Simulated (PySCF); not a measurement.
Precursor series Hf Cl-NH2. All species are isolated molecules in the gas phase. One relaxed conformer stands for each flexible species; it need not be the lowest.

Calculation: PBE-D3(BJ)/def2-TZVP // PBE-D3(BJ)/def2-SVP (PySCF). 

```
species                                      coordination number  charge on the central atom (Mulliken) (e)   HOMO (eV)
-------------------------------------------  -------------------  -----------------------------------------  ----------
0 of 4 Cl replaced by NH2 ([Hf(Cl)4])                          4                                       1.09  (withheld)
1 of 4 Cl replaced by NH2 ([Hf(Cl)3(NH2)])            (withheld)                                       1.12       -6.91
2 of 4 Cl replaced by NH2 ([Hf(Cl)2(NH2)2])                    4                                       1.13       -6.34
3 of 4 Cl replaced by NH2                                      4                                       1.16       -5.89
4 of 4 Cl replaced by NH2 ([Hf(NH2)4])                (withheld)                                       1.21       -5.27
```

**Question.** Some entries are withheld; supply them.

**Answer.** 
- 0 of 4 Cl replaced by NH2 ([Hf(Cl)4]), HOMO (eV): -8.32
- 1 of 4 Cl replaced by NH2 ([Hf(Cl)3(NH2)]), coordination number: 4
- 4 of 4 Cl replaced by NH2 ([Hf(NH2)4]), coordination number: 4
